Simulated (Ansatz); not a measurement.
Compare A (`O[SiH2][CH2][GeH3]`) with its isomer B (`C[SiH2][GeH2][OH]`).

Program: Ansatz. Geometries: PBE0-D4/def2-TZVP. ΔE: electronic, gas phase. CCSD(T)/CBS adds triple-zeta CCSD(T) − MP2 to the extrapolated MP2 energy (def2 sets, frozen cores). Functionals use def2-TZVPP. B3LYP here is the variant with VWN-RPA as its local correlation; programs differ in this. For Ge outer-core shells are correlated without core-valence functions, which leaves a few kJ/mol of doubt a bond. Scalar relativity is left out up to krypton. One conformer a species, not always the lowest.

Question: Which is lower in electronic energy at CCSD(T)/CBS, and by how much? (Estimate.)

Answer: Ansatz gave: A, by 13.2 kcal/mol.

Question: Give E(B) − E(A) in kcal/mol with B3LYP, PBE0-D4, MP2/def2-TZVPP, CCSD(T)/def2-TZVPP, CCSD/def2-TZVPP, r2SCAN-D4, ωB97M-V. (Best estimate.)

Answer: Ansatz gave: B3LYP 10.5, PBE0-D4 10.0, MP2/def2-TZVPP 14.1, CCSD(T)/def2-TZVPP 12.8, CCSD/def2-TZVPP 13.2, r2SCAN-D4 10.9, ωB97M-V 12.8. None reverses the order clearly.

Largest T1 diagnostic: 0.012.

From PBE to PBE0 (25 % exact exchange), in def2-TZVPP and without D4, E(B) − E(A) moves by +2.0 kcal/mol.
